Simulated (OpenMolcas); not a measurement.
A ladder of methods for C4H12Ge (SMILES CC(C)C[GeH3])

The species is C4H12Ge (17 atoms), meant as a singlet with charge 0. As SMILES, `CC(C)C[GeH3]`. The coordinates come from a PBE0-D4/def2-TZVP relaxation. This is one conformer, not always the lowest.

| atom | x (Å) | y (Å) | z (Å) |
| --- | --- | --- | --- |
| C | -1.0653 | 0.0170 | 1.1524 |
| C | 0.3405 | -0.1223 | 0.5863 |
| C | 1.0254 | -1.3591 | 1.1528 |
| C | 0.3399 | -0.1647 | -0.9407 |
| Ge | -0.3578 | 1.4422 | -1.8252 |
| H | -1.5527 | 0.9373 | 0.8205 |
| H | -1.0492 | 0.0267 | 2.2449 |
| H | -1.6932 | -0.8222 | 0.8358 |
| H | 0.9197 | 0.7559 | 0.9006 |
| H | 0.4795 | -2.2649 | 0.8702 |
| H | 2.0471 | -1.4557 | 0.7772 |
| H | 1.0692 | -1.3239 | 2.2448 |
| H | 1.3593 | -0.3106 | -1.3113 |
| H | -0.2434 | -1.0234 | -1.2918 |
| H | 0.0409 | 1.4372 | -3.3126 |
| H | -1.8929 | 1.5289 | -1.7427 |
| H | 0.2329 | 2.7018 | -1.1613 |

Quantity: the dipole moment, in D. The values are calculated.

```tsv
level	kind	program	value (D)	CPU time
HF/6-31G* (spherical functions)	Hartree–Fock	OpenMolcas	0.80	18 s
SVWN5/6-31G* (spherical functions)	LDA	OpenMolcas	0.94	68 s
BLYP/6-31G* (spherical functions)	GGA	OpenMolcas	0.95	87 s
revPBE/6-31G* (spherical functions)	GGA	OpenMolcas	0.96	84 s
TPSS/6-31G* (spherical functions)	meta-GGA	OpenMolcas	0.96	1.7 min
r2SCAN/6-31G* (spherical functions)	meta-GGA	OpenMolcas	0.91	98 s
BHLYP/6-31G* (spherical functions)	global hybrid	OpenMolcas	0.83	78 s
B3LYP/6-31G* (Cartesian functions)	global hybrid	OpenMolcas	0.90	81 s
```

All-electron rows without a relativistic Hamiltonian named are non-relativistic. The values span 0.80 to 0.96 D. Magnitudes only: a small dipole may point the other way at some levels. Times are those of the runs behind each value, whatever else they computed, on shared processors of several kinds: orders of magnitude only.
